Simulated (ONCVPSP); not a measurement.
# Scattering properties, ONCV potential for Si (Z = 14)

* Element: Si (Z = 14)
* Generator: ONCVPSP 4.0.1
* Type: optimised norm-conserving Vanderbilt (ONCV)
* Functional: PBE
* Relativity: scalar-relativistic
* Frozen core: [He]
* Valence charge: 12
* Reference configuration: 2s2 2p6 3s2 (charge +2)
* Partial waves: 2s+3s: rc 0.95 bohr, ncon 3, nbas 6, qcut 10.5 1/bohr, 2 projectors; 2p: rc 0.65 bohr, ncon 4, nbas 7, qcut 25.7 1/bohr, 2 projectors, debl 1.8 Ha
* Local potential: polynomial inside 0.55 bohr (lpopt 5, dvloc0 1 Ha)
* Core correction: Teter function, fcfact 4.25, rcfact 1.25

In the p channel the program set the typed energies aside and used -4.296, 0.250 Ha.

The phase is arctan(r·R′/R) of the radial function R(r), unwrapped; energies in Ha, scanned from -7 to 5 Ha. A pole is an energy at which the radial function vanishes at the test radius. The pseudo phase is shifted by a multiple of π to meet the all-electron one at the reference energy, and phase errors are pseudo minus all-electron; the curves can meet again beyond the range given. Levels narrower than the energy grid can be missing from the lists of poles.

| channel | radius (bohr) | reference energy (Ha) | poles, all-electron | poles, pseudo | unbroken range about the reference energy with phases within 0.05 rad | phase error 1 Ha above the reference energy (rad) |
| --- | --- | --- | --- | --- | --- | --- |
| s | 0.97 | -1.05 | -4.77 | -4.77 | the whole range | +0.000 |
| p | 0.66 | -4.30 | 0.33 | 0.33 | the whole range | -0.000 |

Phases in the p channel:

| E (Ha) | all-electron | pseudo |
| --- | --- | --- |
| -6.96 | -0.327 | -0.327 |
| -6.32 | -0.569 | -0.569 |
| -5.68 | -0.779 | -0.779 |
| -5.04 | -0.952 | -0.952 |
| -4.40 | -1.089 | -1.089 |
| -3.76 | -1.198 | -1.198 |
| -3.12 | -1.286 | -1.286 |
| -2.48 | -1.358 | -1.358 |
| -1.84 | -1.418 | -1.418 |
| -1.20 | -1.470 | -1.470 |
| -0.56 | -1.515 | -1.516 |
| 0.08 | -1.556 | -1.556 |
| 0.72 | -1.593 | -1.593 |
| 1.36 | -1.628 | -1.628 |
| 2.00 | -1.661 | -1.661 |
| 2.64 | -1.694 | -1.694 |
| 3.28 | -1.726 | -1.726 |
| 3.92 | -1.758 | -1.758 |
| 4.56 | -1.792 | -1.792 |
